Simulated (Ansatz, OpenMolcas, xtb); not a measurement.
# InH3 (SMILES [InH3]): the electronic atomisation energy, rung by rung

InH3 has 4 atoms, charge 0, and is taken as a singlet. SMILES: `[InH3]`. Geometry: relaxed at PBE0-D4/def2-TZVP.

Quantity: the electronic atomisation energy, in eV. The values are calculated. Electronic energies at fixed atoms, without zero-point motion or spin-orbit coupling.

| level | kind | program | value (eV) | less CCSD(T)/def2-TZVP | CPU time (all runs) |
| --- | --- | --- | --- | --- | --- |
| GFN0-xTB | semi-empirical | xtb | 14.99 | +7.76 | under 2 s |
| HF/def2-TZVP (core potential) | Hartree–Fock | OpenMolcas | 5.55 | -1.68 | 7.2 s |
| SVWN5/def2-TZVP (core potential) | LDA | OpenMolcas | 8.38 | +1.15 | 12 s |
| revPBE/def2-TZVP (core potential) | GGA | OpenMolcas | 7.05 | -0.18 | 17 s |
| M06-L/def2-TZVP (core potential) | meta-GGA | OpenMolcas | 7.38 | +0.15 | 28 s |
| r2SCAN/def2-TZVP (core potential) | meta-GGA | OpenMolcas | 7.51 | +0.28 | 23 s |
| M06-2X/def2-TZVP (core potential) | hybrid meta-GGA | OpenMolcas | 7.21 | -0.02 | 20 s |
| CCSD(T)/def2-TZVP (core potential) | coupled cluster or CI | OpenMolcas | 7.23 | 0.00 | 18 s |
| FCI/STO-3G | exact in the basis | Ansatz | 11.72 | +4.49 | 1.5 s |

CCSD(T)/def2-TZVP (core potential) is the highest level here, not the true value. All-electron rows without a relativistic Hamiltonian named are non-relativistic, while core potentials hold scalar relativity, so basis and relativity change together. The values span 5.55 to 14.99 eV. The xTB rows lack spin polarisation, so open shells miss the exchange term that lowers them. High-level rows in very small sets aren't better than simpler rows in larger ones. In the correlated wave-function rows the outer d shell of In is correlated, in sets not made for it. CPU times are rough (shared hosts, several kinds of processor): they show what a rung costs within a factor of a few.
